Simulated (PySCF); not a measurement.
## Correlation energy of Cs (caesium, neutral)

[Xe] 6s1, 2S determinant. Calculation: PySCF 2.14, in ANO-RCC-VTZP (8s7p4d2f1g, 72 functions); the spin-free X2C one-electron Hamiltonian (Gaussian nucleus). Frozen: [Kr] 4d10; 9 electrons correlated.

| level | correlation energy (mhartree) |
| --- | --- |
| CCSD | -171.20 |
| (T) | -4.75 |
| CCSD(T) | -175.95 |

Diagnostics: T1 = 0.016, D1 = 0.0656, largest double amplitude 0.040.

Cost of the coupled-cluster step: of the order of 3 core-seconds, for 9 correlated electrons.
